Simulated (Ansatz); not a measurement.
Input and output for C₃H₁₁NTi, SMILES `[CH3][Ti]([CH3])([CH3])[NH2]`.

```yaml
crystal:
  periodic: [false, false, false]
  atoms:
    - {symbol: C, position_ang: [-0.777732, 0.302075, -1.781846]}
    - {symbol: Ti, position_ang: [-0.055646, 0.135129, 0.153859]}
    - {symbol: C, position_ang: [2.005966, 0.265605, 0.043107]}
    - {symbol: C, position_ang: [-0.629894, -1.728435, 0.844954]}
    - {symbol: N, position_ang: [-0.790634, 1.517274, 1.191371]}
    - {symbol: H, position_ang: [-1.869826, 0.228738, -1.804406]}
    - {symbol: H, position_ang: [-0.488438, 1.259513, -2.227319]}
    - {symbol: H, position_ang: [-0.357358, -0.509771, -2.387772]}
    - {symbol: H, position_ang: [2.452316, -0.038133, 0.996934]}
    - {symbol: H, position_ang: [2.374367, -0.402171, -0.744236]}
    - {symbol: H, position_ang: [2.332604, 1.285569, -0.187635]}
    - {symbol: H, position_ang: [-0.119187, -1.951705, 1.788629]}
    - {symbol: H, position_ang: [-0.355470, -2.492800, 0.108688]}
    - {symbol: H, position_ang: [-1.711452, -1.780536, 1.011184]}
    - {symbol: H, position_ang: [-0.367681, 2.423713, 1.341584]}
    - {symbol: H, position_ang: [-1.664937, 1.463136, 1.697101]}
basis:
  gaussian: {orbitals: aug-pcseg-2}
hamiltonian: {xc: {name: wPBEh}}
```

```sh
$ ansatz run in.yaml --threads 4 --pin off --events-out ev --progress --plain --max-ram 11315MiB
```

Shortened log:

```
Functional definition: wPBEh
2036 factors; their error is unknown
232 factors; integrals over basis functions are off by at most 1.0e-6 eV
mean field evaluation 1: about -27859.0648 eV, gradient 1.2e2 eV
mean field evaluation 2: about -27576.7996 eV, gradient 4.3e2 eV
mean field evaluation 4: about -27879.1117 eV, gradient 6.8e1 eV
mean field evaluation 8: about -27887.9839 eV, gradient 3.4e-1 eV
mean field evaluation 16: about -27888.0422 eV, gradient 7.5e-4 eV
mean field -27888.04217733 eV, -1024.8666468229 hartree, gradient 5.8e-5 eV, S^2 0.000000; 0 other end points of the search recorded, 0 dependent functions left out
reference -27888.04226965 eV, -1024.8666502157 hartree; 29, 29 occupied and 489, 489 virtual orbitals, 2036 factors
Total energy: -27888.04226965 eV, -1024.8666502157 hartree
```

Hardware: 4 threads of an Intel Xeon 6975P-C on a shared host. Wall time 9 s, peak host memory 2.1 GiB.
